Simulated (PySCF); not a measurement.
Isomers of C2H5N. Isolated molecules, 0 K electronic values unless said otherwise. One relaxed conformer stands for each flexible species; it need not be the lowest. Strings in code marks are SMILES.

The HOMO from two functionals at the same geometries (PBE0-D3(BJ)/def2-TZVP), both in PySCF: PBE-D3(BJ)/def2-TZVP and ωB97X-D3(BJ)/def2-TZVP. 

```json
[
 {"species": "`C=CN`", "PBE-D3(BJ)/def2-TZVP (eV)": "-4.84"},
 {"species": "`C=NC`", "PBE-D3(BJ)/def2-TZVP (eV)": "-5.86"},
 {"species": "`[H]/N=C\\C`", "PBE-D3(BJ)/def2-TZVP (eV)": "-6.01"}
]
```

### Question
What does ωB97X-D3(BJ)/def2-TZVP give for each?

### Answer

- `C=CN`: -8.38
- `C=NC`: -9.89
- `[H]/N=C\C`: -10.13
Over these rows, drawn at random from the members with no instability flagged (it was tested for open shells, ions and some series alone), PBE minus ωB97X-D3(BJ): mean +3.90 eV, from +3.55 eV to +4.12 eV.
